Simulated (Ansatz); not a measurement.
`C[Si](C)(C)O[Si](C)(C)O[Si](C)(C)O[Si](C)(C)O[Si](C)(C)O[Si](C)(C)O[Si](C)(C)C`, relaxed as a singlet with RKS PBE-D4/def2-SVP in Ansatz, starting from the GFN2-xTB geometry. Force threshold 0.03 eV/Å.

Single mean-field runs in def2-SVP are fitted with def2-universal-jkfit.

Start:

```xyz
77

C    -0.460   -1.608   -5.045
Si    0.594   -0.608   -3.802
C     0.931    1.149   -4.456
C    -0.222   -0.655   -2.087
O     2.077   -1.308   -3.760
Si    3.169   -2.215   -2.978
C     2.497   -3.980   -2.787
C     4.791   -2.099   -3.963
O     3.426   -1.637   -1.473
Si    3.867   -0.411   -0.507
C     5.023    0.788   -1.423
C     4.655   -1.176    1.040
O     2.521    0.403   -0.087
Si    1.834    1.773    0.445
C     3.078    2.783    1.469
C     1.174    2.770   -1.029
O     0.616    1.289    1.404
Si   -0.337    1.793    2.620
C    -0.889    3.583    2.293
C     0.582    1.611    4.273
O    -1.621    0.807    2.575
Si   -2.963    0.289    3.337
C    -2.482   -0.954    4.690
C    -3.906    1.781    4.041
O    -3.867   -0.435    2.211
Si   -4.938   -1.103    1.175
C    -6.670   -0.476    1.671
C    -4.466   -0.579   -0.594
C    -4.848   -2.994    1.381
H    -0.052   -1.570   -6.051
H    -0.508   -2.655   -4.758
H    -1.479   -1.235   -5.092
H     1.405    1.113   -5.433
H     1.601    1.682   -3.790
H     0.019    1.729   -4.552
H    -1.105   -0.026   -2.026
H    -0.523   -1.668   -1.831
H     0.476   -0.325   -1.323
H     1.561   -3.973   -2.238
H     2.303   -4.422   -3.760
H     3.187   -4.632   -2.264
H     4.719   -2.595   -4.925
H     5.060   -1.063   -4.148
H     5.608   -2.557   -3.413
H     5.947    0.308   -1.730
H     4.536    1.165   -2.318
H     5.287    1.642   -0.807
H     3.961   -1.847    1.536
H     4.930   -0.403    1.751
H     5.550   -1.743    0.806
H     3.496    2.180    2.270
H     3.905    3.135    0.861
H     2.608    3.650    1.921
H     0.708    3.695   -0.706
H     1.974    3.028   -1.716
H     0.436    2.200   -1.583
H    -1.466    3.637    1.374
H    -0.037    4.246    2.185
H    -1.511    3.973    3.093
H    -0.063    1.829    5.119
H     0.949    0.597    4.394
H     1.438    2.276    4.327
H    -1.873   -0.476    5.451
H    -3.356   -1.374    5.177
H    -1.906   -1.776    4.277
H    -3.323    2.289    4.804
H    -4.850    1.485    4.489
H    -4.125    2.502    3.259
H    -6.723    0.607    1.629
H    -7.444   -0.870    1.021
H    -6.915   -0.773    2.686
H    -5.086   -1.070   -1.339
H    -4.570    0.493   -0.733
H    -3.431   -0.835   -0.803
H    -5.578   -3.496    0.754
H    -3.867   -3.373    1.113
H    -5.041   -3.286    2.409
```

| step | energy (eV) | largest force component (eV/Å) | SCF passes |
| --- | --- | --- | --- |
| 1 | -84717.9673 | 1.922 | 19 |
| 2 | -84718.7400 | 1.067 | 19 |
| 3 | -84718.9327 | 0.259 | 19 |
| 4 | -84718.9567 | 0.047 | 20 |
| 5 | -84718.9713 | 0.066 | 19 |
| 6 | -84718.9827 | 0.131 | 18 |
| 7 | -84718.9959 | 0.160 | 18 |
| 8 | -84719.0138 | 0.170 | 18 |
| 9 | -84719.0293 | 0.213 | 18 |
| 10 | -84719.0431 | 0.271 | 18 |
| 11 | -84719.0609 | 0.334 | 18 |
| 15 | -84719.1337 | 0.261 | 19 |
| 19 | -84719.2000 | 0.174 | 18 |
| 23 | -84719.2530 | 0.149 | 18 |
| 27 | -84719.2941 | 0.104 | 19 |
| 31 | -84719.3118 | 0.055 | 19 |
| 35 | -84719.3203 | 0.058 | 18 |
| 39 | -84719.3526 | 0.165 | 18 |
| 43 | -84719.3946 | 0.126 | 18 |
| 47 | -84719.4241 | 0.053 | 20 |
| 51 | -84719.4365 | 0.081 | 20 |
| 55 | -84719.4696 | 0.308 | 19 |
| 59 | -84719.5198 | 0.196 | 19 |
| 63 | -84719.5320 | 0.033 | 19 |
| 67 | -84719.5386 | 0.047 | 19 |
| 68 | -84719.5392 | 0.022 | 14 |

Force components are those of the run's own axes.

End:

Cartesian coordinates in Å:
```
C 1.411 -0.702 -6.264
Si 1.249 -0.370 -4.415
C 2.240 1.158 -3.928
C -0.564 -0.182 -3.925
O 1.928 -1.692 -3.612
Si 1.622 -2.852 -2.445
C 0.046 -3.796 -2.824
C 3.136 -3.955 -2.367
O 1.398 -2.116 -0.953
Si 1.904 -0.794 -0.062
C 3.709 -0.426 -0.437
C 1.556 -1.171 1.733
O 0.975 0.522 -0.567
Si 0.579 2.109 -0.208
C 2.148 3.148 -0.166
C -0.642 2.697 -1.500
O -0.189 2.181 1.277
Si -0.152 2.455 2.930
C -1.528 3.672 3.320
C 1.538 3.076 3.458
O -0.409 1.014 3.734
Si -1.488 -0.252 3.970
C -0.596 -1.554 4.975
C -3.024 0.402 4.839
O -1.901 -0.927 2.498
Si -2.965 -0.805 1.187
C -4.457 -1.900 1.562
C -3.508 0.990 0.958
C -2.044 -1.412 -0.334
H 2.473 -0.857 -6.546
H 0.846 -1.611 -6.555
H 1.019 0.148 -6.862
H 3.312 1.031 -4.184
H 2.161 1.318 -2.834
H 1.869 2.067 -4.444
H -1.012 0.724 -4.383
H -1.161 -1.058 -4.254
H -0.654 -0.092 -2.824
H -0.830 -3.117 -2.785
H 0.086 -4.263 -3.829
H -0.117 -4.598 -2.076
H 3.292 -4.487 -3.328
H 4.044 -3.351 -2.163
H 3.037 -4.713 -1.563
H 4.355 -1.278 -0.143
H 3.844 -0.253 -1.525
H 4.065 0.475 0.102
H 0.475 -1.385 1.857
H 1.806 -0.321 2.399
H 2.133 -2.059 2.063
H 2.846 2.790 0.619
H 2.677 3.096 -1.140
H 1.919 4.213 0.043
H -0.970 3.734 -1.282
H -0.195 2.676 -2.513
H -1.541 2.048 -1.507
H -2.496 3.303 2.925
H -1.328 4.659 2.854
H -1.635 3.821 4.413
H 1.557 3.267 4.551
H 2.320 2.322 3.235
H 1.808 4.018 2.938
H -0.267 -1.146 5.952
H -1.253 -2.427 5.164
H 0.301 -1.909 4.429
H -2.765 0.842 5.824
H -3.758 -0.413 5.012
H -3.523 1.189 4.238
H -4.987 -1.556 2.476
H -5.185 -1.889 0.724
H -4.143 -2.952 1.726
H -4.124 1.100 0.042
H -4.117 1.346 1.815
H -2.620 1.648 0.861
H -2.707 -1.421 -1.223
H -1.174 -0.761 -0.554
H -1.654 -2.439 -0.182
```

By distances, no bond broke or formed. The bond that changes most is Si10–O13, from 1.63 to 1.69 Å (atoms count from 1).

No frequencies were taken in this run, so the end may be a saddle point.

Hardware: 2 threads of AMD EPYC 7R13 on a shared host and a share (18 GiB) of an NVIDIA H100 80GB HBM3. Wall time 9.3 min.
